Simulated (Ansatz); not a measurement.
A run of Ansatz (development build ahead of 0.2.0) on triplet MnBSi at this shape:

```json
{"atom": "Mn", "x (Å)": "0.0000", "y (Å)": "0.0000", "z (Å)": "0.0000"}
{"atom": "B", "x (Å)": "0.0000", "y (Å)": "2.0516", "z (Å)": "0.0000"}
{"atom": "Si", "x (Å)": "0.0000", "y (Å)": "-2.3000", "z (Å)": "0.0000"}
```

Its results:

| Item | Value |
| --- | --- |
| Converged | yes |
| Total energy | -1465.00001 hartree |
| Spin squared of the determinant | 2.000 |
| Stability test | minimum among restricted orbitals |

Which input gives this output? Name the method, the orbitals and the basis set, and write the input.

r²SCAN (restricted open-shell) in pcseg-2.

```yaml
crystal:
  periodic: [false, false, false]
  atoms:
    - { symbol: Mn, position_ang: [0.0, 0.0, 0.0] }
    - { symbol: B, position_ang: [0.0, 2.0516, 0.0] }
    - { symbol: Si, position_ang: [0.0, -2.3, 0.0] }
basis:
  gaussian: { orbitals: pcseg-2 }
magnetization:
  initial_magnetization: 2
hamiltonian:
  xc: r2scan
```

Caution: no unrestricted run beside it, a lower state can exist; other spin multiplicities were not run.
